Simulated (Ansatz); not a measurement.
## Molecular dynamics of F2H6HfO2Si2

Input:

```yaml
crystal:
  periodic: [false, false, false]
  atoms:
    - { symbol: Hf, position_ang: [-0.215918, -0.146282, -0.009768] }
    - { symbol: O, position_ang: [-0.737818, -0.43249, 1.847721] }
    - { symbol: Si, position_ang: [-1.194254, -0.627002, 3.454371] }
    - { symbol: H, position_ang: [-2.427046, -1.485295, 3.52661] }
    - { symbol: H, position_ang: [-0.078104, -1.283032, 4.219206] }
    - { symbol: H, position_ang: [-1.48851, 0.718359, 4.058937] }
    - { symbol: F, position_ang: [1.481539, 0.764072, -0.058356] }
    - { symbol: O, position_ang: [-1.554248, 0.941473, -0.920622] }
    - { symbol: Si, position_ang: [-2.713917, 1.912107, -1.655307] }
    - { symbol: H, position_ang: [-4.057444, 1.647554, -1.031678] }
    - { symbol: H, position_ang: [-2.351931, 3.359505, -1.467765] }
    - { symbol: H, position_ang: [-2.775186, 1.599289, -3.124463] }
    - { symbol: F, position_ang: [-0.066565, -1.849257, -0.899586] }
basis:
  gaussian: { orbitals: def2-SVP }
hamiltonian:
  xc: pbe
md:
  timestep: 3.0
  n_steps: 40
  ensemble: nve
  temperature: 1000.0
  initial_velocities: maxwell_boltzmann
  seed: 533625
```

Launched with:

```bash
$ ansatz run input.yaml --threads 4 --pin off --max-ram 5120MiB --backend cpu --events-out ev --progress --plain --runs-dir out
```

It starts from a relaxed structure.

Output, in part (step lines, the closing report, with atoms numbered from 0):

```
md step     0: t =     0.00 fs  T =  1000.0 K  F+E_penalty+E_count = -26667.93200815 eV  E_kin = 1.421860 eV  conserved = -26666.51014816 eV  (28 SCF iters)
md step     1: t =     3.00 fs  T =   788.1 K  F+E_penalty+E_count = -26667.49410030 eV  E_kin = 1.120638 eV  conserved = -26666.37346269 eV  (38 SCF iters)
md step     2: t =     6.00 fs  T =   670.0 K  F+E_penalty+E_count = -26667.43067198 eV  E_kin = 0.952678 eV  conserved = -26666.47799391 eV  (37 SCF iters)
md step     3: t =     9.00 fs  T =   422.5 K  F+E_penalty+E_count = -26667.00506865 eV  E_kin = 0.600695 eV  conserved = -26666.40437346 eV  (32 SCF iters)
md step     4: t =    12.00 fs  T =   416.3 K  F+E_penalty+E_count = -26667.00474562 eV  E_kin = 0.591951 eV  conserved = -26666.41279507 eV  (32 SCF iters)
md step     5: t =    15.00 fs  T =   567.8 K  F+E_penalty+E_count = -26667.29269156 eV  E_kin = 0.807265 eV  conserved = -26666.48542658 eV  (32 SCF iters)
md step     6: t =    18.00 fs  T =   574.1 K  F+E_penalty+E_count = -26667.19748456 eV  E_kin = 0.816224 eV  conserved = -26666.38126078 eV  (31 SCF iters)
md step     7: t =    21.00 fs  T =   647.1 K  F+E_penalty+E_count = -26667.38933146 eV  E_kin = 0.920090 eV  conserved = -26666.46924150 eV  (31 SCF iters)
md step     8: t =    24.00 fs  T =   456.5 K  F+E_penalty+E_count = -26667.04503914 eV  E_kin = 0.649145 eV  conserved = -26666.39589416 eV  (30 SCF iters)
md step     9: t =    27.00 fs  T =   449.8 K  F+E_penalty+E_count = -26667.06068691 eV  E_kin = 0.639579 eV  conserved = -26666.42110791 eV  (31 SCF iters)
md step    10: t =    30.00 fs  T =   414.8 K  F+E_penalty+E_count = -26667.05285034 eV  E_kin = 0.589783 eV  conserved = -26666.46306697 eV  (31 SCF iters)
md step    11: t =    33.00 fs  T =   347.8 K  F+E_penalty+E_count = -26666.87663662 eV  E_kin = 0.494591 eV  conserved = -26666.38204513 eV  (31 SCF iters)
md step    12: t =    36.00 fs  T =   427.3 K  F+E_penalty+E_count = -26667.04524914 eV  E_kin = 0.607546 eV  conserved = -26666.43770286 eV  (31 SCF iters)
md step    13: t =    39.00 fs  T =   292.1 K  F+E_penalty+E_count = -26666.78244924 eV  E_kin = 0.415335 eV  conserved = -26666.36711386 eV  (31 SCF iters)
md step    14: t =    42.00 fs  T =   438.9 K  F+E_penalty+E_count = -26667.03436650 eV  E_kin = 0.624088 eV  conserved = -26666.41027895 eV  (31 SCF iters)
md step    15: t =    45.00 fs  T =   515.7 K  F+E_penalty+E_count = -26667.16753775 eV  E_kin = 0.733259 eV  conserved = -26666.43427863 eV  (30 SCF iters)
md step    16: t =    48.00 fs  T =   607.0 K  F+E_penalty+E_count = -26667.26790410 eV  E_kin = 0.863123 eV  conserved = -26666.40478144 eV  (31 SCF iters)
md step    17: t =    51.00 fs  T =   702.5 K  F+E_penalty+E_count = -26667.43256959 eV  E_kin = 0.998833 eV  conserved = -26666.43373614 eV  (31 SCF iters)
md step    18: t =    54.00 fs  T =   448.0 K  F+E_penalty+E_count = -26667.00404983 eV  E_kin = 0.636956 eV  conserved = -26666.36709414 eV  (38 SCF iters)
md step    19: t =    57.00 fs  T =   366.1 K  F+E_penalty+E_count = -26666.93061246 eV  E_kin = 0.520612 eV  conserved = -26666.41000007 eV  (38 SCF iters)
md step    20: t =    60.00 fs  T =   174.1 K  F+E_penalty+E_count = -26666.62605557 eV  E_kin = 0.247486 eV  conserved = -26666.37856991 eV  (39 SCF iters)
md step    21: t =    63.00 fs  T =   271.8 K  F+E_penalty+E_count = -26666.81452919 eV  E_kin = 0.386473 eV  conserved = -26666.42805635 eV  (31 SCF iters)
md step    22: t =    66.00 fs  T =   464.3 K  F+E_penalty+E_count = -26667.07739283 eV  E_kin = 0.660187 eV  conserved = -26666.41720586 eV  (37 SCF iters)
md step    23: t =    69.00 fs  T =   479.9 K  F+E_penalty+E_count = -26667.06006212 eV  E_kin = 0.682419 eV  conserved = -26666.37764270 eV  (31 SCF iters)
md step    24: t =    72.00 fs  T =   638.8 K  F+E_penalty+E_count = -26667.35080316 eV  E_kin = 0.908276 eV  conserved = -26666.44252723 eV  (30 SCF iters)
md step    25: t =    75.00 fs  T =   520.9 K  F+E_penalty+E_count = -26667.11452800 eV  E_kin = 0.740587 eV  conserved = -26666.37394125 eV  (31 SCF iters)
md step    26: t =    78.00 fs  T =   555.2 K  F+E_penalty+E_count = -26667.25273431 eV  E_kin = 0.789348 eV  conserved = -26666.46338599 eV  (30 SCF iters)
md step    27: t =    81.00 fs  T =   526.0 K  F+E_penalty+E_count = -26667.15881949 eV  E_kin = 0.747842 eV  conserved = -26666.41097779 eV  (31 SCF iters)
md step    28: t =    84.00 fs  T =   491.4 K  F+E_penalty+E_count = -26667.08717974 eV  E_kin = 0.698650 eV  conserved = -26666.38852928 eV  (31 SCF iters)
md step    29: t =    87.00 fs  T =   647.6 K  F+E_penalty+E_count = -26667.37996552 eV  E_kin = 0.920842 eV  conserved = -26666.45912372 eV  (32 SCF iters)
md step    30: t =    90.00 fs  T =   592.2 K  F+E_penalty+E_count = -26667.20784264 eV  E_kin = 0.842035 eV  conserved = -26666.36580740 eV  (40 SCF iters)
md step    31: t =    93.00 fs  T =   726.8 K  F+E_penalty+E_count = -26667.52209412 eV  E_kin = 1.033376 eV  conserved = -26666.48871846 eV  (38 SCF iters)
md step    32: t =    96.00 fs  T =   670.5 K  F+E_penalty+E_count = -26667.37603148 eV  E_kin = 0.953426 eV  conserved = -26666.42260534 eV  (38 SCF iters)
md step    33: t =    99.00 fs  T =   618.9 K  F+E_penalty+E_count = -26667.29879112 eV  E_kin = 0.879920 eV  conserved = -26666.41887094 eV  (33 SCF iters)
md step    34: t =   102.00 fs  T =   617.7 K  F+E_penalty+E_count = -26667.35907760 eV  E_kin = 0.878330 eV  conserved = -26666.48074773 eV  (39 SCF iters)
md step    35: t =   105.00 fs  T =   418.9 K  F+E_penalty+E_count = -26666.95660227 eV  E_kin = 0.595599 eV  conserved = -26666.36100327 eV  (31 SCF iters)
md step    36: t =   108.00 fs  T =   452.0 K  F+E_penalty+E_count = -26667.11228318 eV  E_kin = 0.642619 eV  conserved = -26666.46966431 eV  (32 SCF iters)
md step    37: t =   111.00 fs  T =   374.3 K  F+E_penalty+E_count = -26666.93456937 eV  E_kin = 0.532220 eV  conserved = -26666.40234943 eV  (32 SCF iters)
md step    38: t =   114.00 fs  T =   496.8 K  F+E_penalty+E_count = -26667.13170193 eV  E_kin = 0.706435 eV  conserved = -26666.42526711 eV  (33 SCF iters)
md step    39: t =   117.00 fs  T =   631.3 K  F+E_penalty+E_count = -26667.37614407 eV  E_kin = 0.897611 eV  conserved = -26666.47853268 eV  (40 SCF iters)
md step    40: t =   120.00 fs  T =   602.9 K  F+E_penalty+E_count = -26667.24104723 eV  E_kin = 0.857298 eV  conserved = -26666.38374935 eV  (32 SCF iters)
Total energy: -26667.24112217 eV, -980.0030355346 hartree
Atom 0 at    -0.190611    -0.174287    -0.043774 Å, force    -0.250980     1.998324     2.360898 eV/Å
Atom 1 at    -0.708858    -0.475052     1.915190 Å, force    -0.472319     0.148714     0.013599 eV/Å
Atom 2 at    -1.346858    -0.462282     3.574549 Å, force     1.633208    -1.245507    -2.489185 eV/Å
Atom 3 at    -2.574181    -1.271981     3.636795 Å, force    -0.419990    -0.333288     0.001184 eV/Å
Atom 4 at    -0.300359    -0.942598     4.519999 Å, force     0.167939    -0.391525     0.024393 eV/Å
Atom 5 at    -1.579315     0.853591     4.022597 Å, force    -0.532315     1.923165     0.351989 eV/Å
Atom 6 at     1.577499     0.671918     0.093190 Å, force    -0.966152    -0.360981    -0.246465 eV/Å
Atom 7 at    -1.532356     0.942025    -1.011326 Å, force     0.864598    -0.388079     0.605284 eV/Å
Atom 8 at    -2.830024     1.871534    -1.515269 Å, force     0.619009     1.493360     1.625907 eV/Å
Atom 9 at    -3.711805     2.216018    -0.298345 Å, force     0.345332    -0.094015    -0.441748 eV/Å
Atom 10 at    -2.458375     3.144019    -2.250026 Å, force     0.258395    -0.059795     0.330424 eV/Å
Atom 11 at    -3.566591     1.174463    -2.467178 Å, force    -1.374893    -1.427747    -1.531207 eV/Å
Atom 12 at     0.007846    -1.674892    -1.148915 Å, force     0.128167    -1.262628    -0.605072 eV/Å
Dipole moment:    -0.386075     0.012778     0.196387 e Å
```

All steps were run. The conserved energy wandered by up to 11.5 meV per atom (net 9.7 meV per atom), which is poor conservation. Over the second half the temperature averaged 0.52 of the 1000 K drawn at the start: a run that starts near a minimum puts about half its kinetic energy into the potential. A step of 3 fs is long for free X–H stretches (periods near 10 fs) and can bias their spread and the temperature. A run of 0.12 ps of so small a system gives no equilibrium averages.

The same pairs are bonded in the first frame and the last. Pairs count as bonded within 1.25 times the sum of covalent radii (0.12 Å more for H–H).

Last frame:

```xyz
13
Properties=species:S:1:pos:R:3
Hf -0.191 -0.174 -0.044
O -0.709 -0.475 1.915
Si -1.347 -0.462 3.575
H -2.574 -1.272 3.637
H -0.300 -0.943 4.520
H -1.579 0.854 4.023
F 1.577 0.672 0.093
O -1.532 0.942 -1.011
Si -2.830 1.871 -1.515
H -3.712 2.216 -0.298
H -2.458 3.144 -2.250
H -3.567 1.175 -2.467
F 0.008 -1.675 -1.149
```

Time of the run: 100 s on 4 threads of Arm Neoverse V2, on a shared host, peak memory 0.23 GiB.
